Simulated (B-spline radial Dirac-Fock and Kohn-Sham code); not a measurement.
# Magnetic form factor of the 3d shell of Cr⁴⁺

System: Cr⁴⁺ in the configuration [Ar] 3d2.

The computed values come from a radial B-spline solver: Dirac-Fock densities. ⟨j_K⟩ is the integral of the 3d radial density with the spherical Bessel function j_K(4πsr), s = sin θ/λ.

```
s (Å⁻¹)     ⟨j0⟩    ⟨j2⟩    ⟨j4⟩  tabulated ⟨j0⟩
      0   1.0000  0.0000  0.0000          1.0005
   0.05   0.9772  0.0090  0.0000          0.9781
    0.1   0.9126  0.0342  0.0006          0.9145
   0.15   0.8156  0.0700  0.0027          0.8190
    0.2   0.6995  0.1095  0.0074          0.7042
   0.25   0.5771  0.1464  0.0154          0.5829
    0.3   0.4594  0.1758  0.0262          0.4659
   0.35   0.3536  0.1955  0.0390          0.3603
    0.4   0.2634  0.2052  0.0525          0.2697
   0.45   0.1896  0.2060  0.0655          0.1950
    0.5   0.1314  0.1999  0.0770          0.1356
    0.6   0.0536  0.1746  0.0931          0.0551
    0.7   0.0122  0.1424  0.0996          0.0122
    0.8  -0.0074  0.1112  0.0983         -0.0076
    0.9  -0.0151  0.0843  0.0919         -0.0150
      1  -0.0166  0.0627  0.0828         -0.0165
    1.1  -0.0154  0.0460  0.0727         -0.0155
    1.2  -0.0132  0.0335  0.0627         -0.0137
    1.4  -0.0084  0.0173  0.0450         -0.0089
    1.6  -0.0050  0.0088  0.0315               –
```

Radial moments of the shell: ⟨r²⟩ = 1.252, ⟨r⁴⟩ = 3.100, ⟨r⁶⟩ = 12.96 in powers of bohr. Tabulated ⟨j0⟩: the fit in Brown, International Tables for Crystallography C, 4.4.5, itself from free-ion calculations whose configuration may differ.
